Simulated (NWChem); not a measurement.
Species: GeSiH₄S, singlet; SMILES [SH][Ge][SiH3]

```xyz
7

Ge    -0.8313    -0.1767     0.0000
S      0.9459    -1.5113    -0.0001
H      0.2772    -2.6900     0.0012
Si     0.6110     1.8317     0.0000
H      2.0842     1.5630    -0.0085
H      0.2827     2.6541     1.2107
H      0.2707     2.6645    -1.2003
```
Atoms are numbered in this order, from 1.

Computed with NWChem. Low-valent species are run as closed-shell singlets; no triplet was tried in these runs. The geometry was optimised at PBE0/def2-SVP. Ions are spin-unrestricted doublets at the neutral geometry; other ion states weren't tried.

For level PBE/def2-SVP:

```yaml
"−ε(HOMO) (eV)": 5.57
```

Estimate the same quantities for level PBE0/def2-SVP.


| Property | Result |
|---|---|
| −ε(HOMO) (eV) | 6.56 |
